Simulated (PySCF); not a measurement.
Compound: C3H12BPSi.
Z-matrix (Å and degrees, PBE0-D3(BJ)/def2-SVP geometry), rows numbered from 1:
```
C 
C   1  1.5219
C   2  1.5355  1  112.54
Si  3  1.9096  2  110.19  1  -175.82
B   3  1.5493  2  116.26  1    67.38
P   5  1.8876  3  124.11  2  -146.00
H   1  1.1009  2  111.59  3   179.65
H   1  1.1019  2  111.11  3    59.40
H   1  1.1022  2  111.01  3   -60.08
H   2  1.1042  1  109.28  3  -122.98
H   2  1.1040  1  109.38  3   121.39
H   3  1.1070  2  111.18  1   -62.76
H   4  1.4951  3  110.99  2   -66.30
H   4  1.4936  3  111.28  2   172.26
H   4  1.4963  3  108.23  2    52.51
H   5  1.2132  3  119.61  2    29.68
H   6  1.4209  5  101.96  3  -136.51
H   6  1.4229  5  102.80  3   -34.66
```

Level: PBE0/pcSseg-1 and CAM-B3LYP/def2-SVPD in PySCF, non-relativistic, on one gas-phase PBE0-D3(BJ)/def2-SVP geometry that isn't relaxed in the solvent. The solvent is an IEF-PCM continuum (van der Waals radii × 1.2). Only the electrostatic response of the medium enters.

Gas phase at PBE0/pcSseg-1: HOMO -7.29 eV, LUMO -1.44 eV, dipole 0.97 D.

Question: What does the continuum do to the energy, the frontier levels and the dipole at PBE0/pcSseg-1 in tetrahydrofuran and water?

Answer: 
```json
{"solvent": "tetrahydrofuran", "ε": "7.426", "E(solvent) − E(gas) (kcal/mol)": "-1.47", "polarisation term (kcal/mol)": "-1.66", "distortion of the solute (kcal/mol)": "0.19", "HOMO (eV)": "-7.26", "LUMO (eV)": "-1.33", "dipole (D)": "1.26"}
{"solvent": "water", "ε": "78.36", "E(solvent) − E(gas) (kcal/mol)": "-1.83", "polarisation term (kcal/mol)": "-2.14", "distortion of the solute (kcal/mol)": "0.31", "HOMO (eV)": "-7.27", "LUMO (eV)": "-1.32", "dipole (D)": "1.35"}
```

The polarisation term is half the interaction of the solute with the surface charges that it induces; the rest is the cost of distorting the solute's density. The sum is the electrostatic part of solvation alone. From tetrahydrofuran to water the lowering changes by a factor 1.25, Onsager's factor (ε − 1)/(2ε + 1) by 1.21 and ε itself by 10.6.

Question: Which Mulliken charges (PBE0/pcSseg-1) respond most in tetrahydrofuran (means over atoms taken as equivalent)?

Answer: 
| atoms | environment | gas (e) | solvent (e) | change |
| --- | --- | --- | --- | --- |
| P6 | three-coordinate phosphorus | -0.106 | -0.155 | -0.049 |
| H17/H18 | P–H hydrogen | +0.057 | +0.074 | +0.017 |
| B5 | three-coordinate boron | +0.054 | +0.069 | +0.015 |
| H12 | methine hydrogen | +0.161 | +0.174 | +0.013 |
| H16 | B–H hydrogen | +0.086 | +0.075 | -0.011 |
| C1 | methyl carbon | -0.262 | -0.272 | -0.010 |
| Si4 | SiH3 silicon | +0.467 | +0.475 | +0.008 |
| H13/H14/H15 | Si–H hydrogen | -0.066 | -0.070 | -0.004 |

Question: How do the nuclear quadrupole coupling constants eQVzz/h respond in tetrahydrofuran?

Answer: 
```
  nucleus  Q (barn)  gas (MHz)  solvent (MHz)  η gas  η solvent
11B at B5   0.04059       4.87           4.88   0.17       0.18
```

Gas phase at CAM-B3LYP/def2-SVPD: HOMO -8.52 eV, LUMO -0.32 eV, dipole 0.91 D.

Question: What does the continuum do to the energy, the frontier levels and the dipole at CAM-B3LYP/def2-SVPD in tetrahydrofuran?

Answer: 
| solvent | ε | E(solvent) − E(gas) (kcal/mol) | polarisation term (kcal/mol) | distortion of the solute (kcal/mol) | HOMO (eV) | LUMO (eV) | dipole (D) |
| --- | --- | --- | --- | --- | --- | --- | --- |
| tetrahydrofuran | 7.426 | -1.32 | -1.53 | 0.21 | -8.48 | -0.21 | 1.20 |

Question: How does the static polarisability (CAM-B3LYP/def2-SVPD, frozen core, with the continuum's full static response) change?

Answer: 
| medium | isotropic (au) | principal values (au) | ⟨r²⟩ of the electrons (bohr²) |
| --- | --- | --- | --- |
| gas | 108.5 | 91.6, 108.5, 125.5 | 1295.3 |
| tetrahydrofuran | 143.1 | 125.8, 139.7, 163.7 | 1296.0 |

The isotropic value in tetrahydrofuran is 1.32 times the gas-phase one; no cavity-field correction is applied. ⟨r²⟩ is taken about the centre of nuclear charge.

Time: 18 s wall; peak memory 0.96 GiB. Hardware: Intel Xeon 6975P-C, one thread, shared host with 192 logical CPUs at a one-minute load of 75. This is the whole shielding run at PBE0/pcSseg-1 in water, SCF included.
